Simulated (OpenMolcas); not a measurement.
# Au: thermal populations, worked from levels

```json
{"Program": "OpenMolcas", "Basis": "ANO-RCC-VQZP [9s8p6d4f2g1h]", "Scalar Hamiltonian": "DKH2, point nucleus", "Active space": "11 electrons in 6 orbitals (5d 6s)", "State averaging": "2S+1 = 2 even, 6 roots", "Spin-orbit coupling": "RASSI with atomic mean-field integrals over the reference wave functions, term energies averaged over their components"}
```

Methods: CASSCF; SS-CASPT2, IPEA 0.25 Eh, imaginary shift 0.1 Eh (closed shells correlated: 5s 5p). Measured levels: NIST Handbook of Basic Atomic Spectroscopic Data.

**Thermal populations.** Z = Σ (2J + 1) exp(-E/kT) with k = 0.695035 cm-1/K, over the levels below. No other level of either list lies under 37300 cm-1, which is above 7 kT at each temperature.

| Level | 2J + 1 | SS-CASPT2 | measured |
| --- | --- | --- | --- |
| 5d10 6s 2S 1/2 | 2 | 0.0 | 0.0 |
| 5d9 6s2 2D 5/2 | 6 | 7460 | 9161 |
| 5d9 6s2 2D 3/2 | 4 | 19700 | 21435 |

| T (K) | Z, SS-CASPT2 | Z, measured levels | Ground level (%), SS-CASPT2 | Ground level (%), measured levels |
| --- | --- | --- | --- | --- |
| 5000 | 2.715 | 2.438 | 73.7 | 82.0 |

At 5000 K, kT = 3475 cm-1, and the computed levels give Z = 2.000 + 0.701 + 0.014 = 2.715.

CASPT2 does not keep the components of a term degenerate, so their means are used; among the terms shown or strongly mixed into the levels shown the widest spread is 400 cm-1 (5d9 6s2 2D, SS-CASPT2). A single d shell beside an s shell can misplace configurations of different d count against each other. Without dynamic correlation excited terms often stand tens of per cent too high (terms of higher spin than the ground term too low), and those without a measured partner can miss by more than the paired ones (holds for CASSCF). Computed and measured levels are paired by configuration, term and J; levels that our copy of the source lacks, or whose pairing is in doubt (as where it misses far off the trend of its configuration), stay unpaired and out of the deviations. Levels of configurations outside the active space are missing.
